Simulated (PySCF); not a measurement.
PySCF input for C₄H₁₀Zn, SMILES [Zn]([CH2]C)[CH2]C, TDA-B3LYP/def2-SVPD. Geometry optimised at B3LYP-D3(BJ)/def2-SVP. The isomer is the one that the SMILES or the coordinates give; other isomers of the formula were not compared. Other conformers were not sampled.

```python
import numpy as np
from pyscf import gto, scf, dft, tdscf

mol = gto.M(
    atom='''
    Zn   -0.00000000   -0.00000000    0.26156528
    C     1.90724487    0.50074683    0.26563520
    C     2.80314344   -0.31823488   -0.67458731
    H     2.27567785    0.42077707    1.30489232
    H     1.97519353    1.57487406    0.01303046
    H     2.48705652   -0.23058015   -1.72799940
    H     2.78931830   -1.39335063   -0.42720419
    H     3.85976751    0.00357466   -0.63248567
    C    -1.90724486   -0.50074682    0.26563520
    C    -2.80314343    0.31823487   -0.67458732
    H    -2.27567785   -0.42077705    1.30489232
    H    -1.97519353   -1.57487405    0.01303047
    H    -2.48705652    0.23058015   -1.72799940
    H    -2.78931831    1.39335063   -0.42720419
    H    -3.85976751   -0.00357465   -0.63248567
    ''',
    basis='def2-SVPD',
    charge=0,
    spin=0,
    symmetry=True,
    max_memory=1600,
    verbose=4,
)
mf = dft.RKS(mol, xc='b3lyp').density_fit(auxbasis='def2-universal-jkfit')
mf.grids.level = 3
mf.conv_tol = 1e-9
mf.max_cycle = 100
mf.kernel()
mf.grids = dft.Grids(mol).set(level=1).build(with_non0tab=True)  # coarser grid for the response kernel
td = tdscf.TDA(mf)
td.singlet = True
td.nstates = 10
td.conv_tol = 1e-4
td.kernel(x0=td.get_init_guess(mf, 15))
td.analyze()
tt = tdscf.TDA(mf)
tt.singlet = False
tt.nstates = 4
tt.conv_tol = 1e-4
tt.kernel(x0=tt.get_init_guess(mf, 9))
tt.analyze(verbose=3)
```

Output:

```
PySCF version 2.14.0

[INPUT] verbose = 4
[INPUT] num. atoms = 15
[INPUT] num. electrons = 64
[INPUT] charge = 0
[INPUT] spin (= nelec alpha-beta = 2S) = 0
[INPUT] symmetry True subgroup None
[INPUT] Mole.unit = angstrom
[INPUT] Symbol           X                Y                Z      unit          X                Y                Z       unit  Magmom
[INPUT]  1 Zn     0.000000000000   0.000000000000   0.261565280000 AA    0.000000000000   0.000000000000   0.494286742895 Bohr   0.0
[INPUT]  2 C      1.907244870000   0.500746830000   0.265635200000 AA    3.604170456782   0.946274366444   0.501977777044 Bohr   0.0
[INPUT]  3 C      2.803143440000  -0.318234880000  -0.674587310000 AA    5.297173389471  -0.601376766484  -1.274785263007 Bohr   0.0
[INPUT]  4 H      2.275677850000   0.420777070000   1.304892320000 AA    4.300407884239   0.795153421797   2.465889106848 Bohr   0.0
[INPUT]  5 H      1.975193530000   1.574874060000   0.013030460000 AA    3.732574814713   2.976080654082   0.024624000677 Bohr   0.0
[INPUT]  6 H      2.487056520000  -0.230580150000  -1.727999400000 AA    4.699855679114  -0.435733333261  -3.265445609413 Bohr   0.0
[INPUT]  7 H      2.789318300000  -1.393350630000  -0.427204190000 AA    5.271047661237  -2.633051086190  -0.807298918367 Bohr   0.0
[INPUT]  8 H      3.859767510000   0.003574660000  -0.632485670000 AA    7.293903498394   0.006755128388  -1.195224694012 Bohr   0.0
[INPUT]  9 C     -1.907244860000  -0.500746820000   0.265635200000 AA   -3.604170437884  -0.946274347547   0.501977777044 Bohr   0.0
[INPUT] 10 C     -2.803143430000   0.318234870000  -0.674587320000 AA   -5.297173370574   0.601376747587  -1.274785281904 Bohr   0.0
[INPUT] 11 H     -2.275677850000  -0.420777050000   1.304892320000 AA   -4.300407884239  -0.795153384002   2.465889106848 Bohr   0.0
[INPUT] 12 H     -1.975193530000  -1.574874050000   0.013030470000 AA   -3.732574814713  -2.976080635185   0.024624019574 Bohr   0.0
[INPUT] 13 H     -2.487056520000   0.230580150000  -1.727999400000 AA   -4.699855679114   0.435733333261  -3.265445609413 Bohr   0.0
[INPUT] 14 H     -2.789318310000   1.393350630000  -0.427204190000 AA   -5.271047680135   2.633051086190  -0.807298918367 Bohr   0.0
[INPUT] 15 H     -3.859767510000  -0.003574650000  -0.632485670000 AA   -7.293903498394  -0.006755109491  -1.195224694012 Bohr   0.0

nuclear repulsion = 317.120061750598
point group symmetry = C2
symmetry origin: [3.24796681e-09 1.18107881e-09 2.06688793e-09]
symmetry axis x: [ 1.00000000e+00 -6.50106391e-11  6.57537252e-10]
symmetry axis y: [ 6.50106442e-11  1.00000000e+00 -7.71619717e-09]
symmetry axis z: [-6.57537252e-10  7.71619680e-09  1.00000000e+00]
num. orbitals of irrep A = 98
num. orbitals of irrep B = 96
number of shells = 84
number of NR pGTOs = 296
number of NR cGTOs = 194
basis = def2-SVPD
ecp = {}


[settings echo left out]
init E= -1937.08353110824
HOMO (B) = -0.28240257902885  LUMO (A) = -0.0457414070893023  gap/eV = 6.43988
cycle= 1 E= -1937.39631007048  delta_E= -0.313  |g|= 0.836  |ddm|= 5.13
HOMO (B) = -0.169122643791083  LUMO (B) = -0.0135028462263422  gap/eV = 4.23463
cycle= 2 E= -1937.23070547616  delta_E= 0.166  |g|= 1.27  |ddm|= 3.51
HOMO (B) = -0.229086757189064  LUMO (A) = -0.011978638852244  gap/eV = 5.90781
cycle= 3 E= -1937.52795245529  delta_E= -0.297  |g|= 0.0575  |ddm|= 2.22
HOMO (B) = -0.235291455523527  LUMO (A) = -0.0126711680951184  gap/eV = 6.05781
cycle= 4 E= -1937.52820415852  delta_E= -0.000252  |g|= 0.0343  |ddm|= 0.121
HOMO (B) = -0.231790711850426  LUMO (A) = -0.011647714918376  gap/eV = 5.99040
cycle= 5 E= -1937.52846362743  delta_E= -0.000259  |g|= 0.00606  |ddm|= 0.0569
HOMO (B) = -0.232226234327267  LUMO (A) = -0.0119391659849288  gap/eV = 5.99432
cycle= 6 E= -1937.52847076874  delta_E= -7.14e-06  |g|= 0.000825  |ddm|= 0.0127
HOMO (B) = -0.232191948871382  LUMO (A) = -0.0119156151144892  gap/eV = 5.99402
cycle= 7 E= -1937.52847091333  delta_E= -1.45e-07  |g|= 0.000225  |ddm|= 0.00167
HOMO (B) = -0.232215795620137  LUMO (A) = -0.0119219887598891  gap/eV = 5.99450
cycle= 8 E= -1937.52847092517  delta_E= -1.18e-08  |g|= 7.62e-05  |ddm|= 0.00046
HOMO (B) = -0.232212039537074  LUMO (A) = -0.0119225786895303  gap/eV = 5.99438
cycle= 9 E= -1937.52847092656  delta_E= -1.39e-09  |g|= 1.1e-05  |ddm|= 0.000129
HOMO (B) = -0.232211081011124  LUMO (A) = -0.011921257871137  gap/eV = 5.99439
cycle= 10 E= -1937.5284709266  delta_E= -3.91e-11  |g|= 1.64e-06  |ddm|= 3.12e-05
HOMO (B) = -0.23221110718707  LUMO (A) = -0.011921442988541  gap/eV = 5.99439
Extra cycle  E= -1937.52847092658  delta_E= 1.73e-11  |g|= 1.22e-06  |ddm|= 7.02e-06
converged SCF energy = -1937.52847092658
tot grids = 52880


******** <class 'pyscf.tdscf.rks.TDA'> for <class 'pyscf.df.df_jk.DFSymAdaptedRKS'> ********
nstates = 10 singlet
deg_eia_thresh = 1.000e-03
wfnsym = None
conv_tol = 0.0001
eigh lindep = 1e-12
eigh level_shift = 0
eigh max_cycle = 100


Excitation energies (eV)
[4.98586947 4.99096342 5.69925032 6.44616093 6.91811621 6.96128206
 7.07059808 7.21480109 7.40471815 7.58218465]

** Singlet excitation energies and oscillator strengths **
Excited State   1:    A      4.98587 eV    248.67 nm  f=0.0001
      32 -> 34       -0.70490
Excited State   2:    B      4.99096 eV    248.42 nm  f=0.0001
      32 -> 33       -0.69228
      32 -> 35       -0.13395
Excited State   3:    B      5.69925 eV    217.54 nm  f=0.2309
      32 -> 33       -0.13017
      32 -> 35        0.67671
Excited State   4:    A      6.44616 eV    192.34 nm  f=0.0034
      31 -> 35        0.15520
      32 -> 36        0.68269
Excited State   5:    A      6.91812 eV    179.22 nm  f=0.0347
      31 -> 33       -0.63578
      31 -> 35        0.25703
      32 -> 36       -0.12754
Excited State   6:    B      6.96128 eV    178.11 nm  f=0.0992
      31 -> 34       -0.68817
Excited State   7:    A      7.07060 eV    175.35 nm  f=0.0401
      31 -> 33        0.26272
      31 -> 35        0.62924
      32 -> 36       -0.11661
Excited State   8:    B      7.21480 eV    171.85 nm  f=0.2005
      32 -> 37       -0.68287
Excited State   9:    A      7.40472 eV    167.44 nm  f=0.0074
      32 -> 38        0.69362
Excited State  10:    B      7.58218 eV    163.52 nm  f=0.0078
      32 -> 39        0.68766

** Transition electric dipole moments (AU) **
state          X           Y           Z        Dip. S.      Osc.
  1         0.0000     -0.0000     -0.0283      0.0008      0.0001
  2         0.0159     -0.0172     -0.0000      0.0006      0.0001
  3        -1.2563     -0.2748     -0.0000      1.6538      0.2309
  4         0.0000      0.0000     -0.1471      0.0216      0.0034
  5        -0.0000     -0.0000     -0.4523      0.2046      0.0347
  6         0.5120     -0.5651     -0.0000      0.5815      0.0992
  7         0.0000     -0.0000      0.4812      0.2315      0.0401
  8        -1.0300     -0.2708      0.0000      1.1343      0.2005
  9         0.0000      0.0000      0.2013      0.0405      0.0074
 10         0.1226     -0.1647     -0.0000      0.0422      0.0078

** Transition velocity dipole moments (imaginary part, AU) **
state          X           Y           Z        Dip. S.      Osc.
  1        -0.0000      0.0000     -0.0062      0.0000      0.0001
  2         0.0140     -0.0002      0.0000      0.0002      0.0007
  3        -0.2076     -0.0210      0.0000      0.0435      0.1386
  4        -0.0000     -0.0000     -0.0160      0.0003      0.0007
  5        -0.0000      0.0000      0.0203      0.0004      0.0011
  6         0.0919      0.0250      0.0000      0.0091      0.0237
  7        -0.0000      0.0000      0.0144      0.0002      0.0005
  8        -0.2525     -0.0441     -0.0000      0.0657      0.1652
  9        -0.0000     -0.0000      0.0337      0.0011      0.0028
 10         0.0204     -0.0512      0.0000      0.0030      0.0073

** Transition magnetic dipole moments (imaginary part, AU) **
state          X           Y           Z
  1         0.0000      0.0000      0.2776
  2         0.2047     -0.2236      0.0000
  3        -0.1813      0.6707      0.0000
  4         0.0000      0.0000     -0.4773
  5        -0.0000     -0.0000     -0.5311
  6        -0.2493      0.1929      0.0000
  7        -0.0000     -0.0000     -0.2076
  8         0.0444     -0.0113     -0.0000
  9         0.0000      0.0000     -0.4163
 10         0.1238     -0.1335      0.0000


******** <class 'pyscf.tdscf.rks.TDA'> for <class 'pyscf.df.df_jk.DFSymAdaptedRKS'> ********
nstates = 4 triplet
deg_eia_thresh = 1.000e-03
wfnsym = None
conv_tol = 0.0001
eigh lindep = 1e-12
eigh level_shift = 0
eigh max_cycle = 100


Excitation energies (eV)
[4.76988087 4.80092281 4.88595083 6.17390689]

** Triplet excitation energies and oscillator strengths **
Excited State   1:    B      4.76988 eV    259.93 nm  f=0.0000
Excited State   2:    A      4.80092 eV    258.25 nm  f=0.0000
Excited State   3:    B      4.88595 eV    253.76 nm  f=0.0000
Excited State   4:    A      6.17391 eV    200.82 nm  f=0.0000
```

Self-consistency was reached.
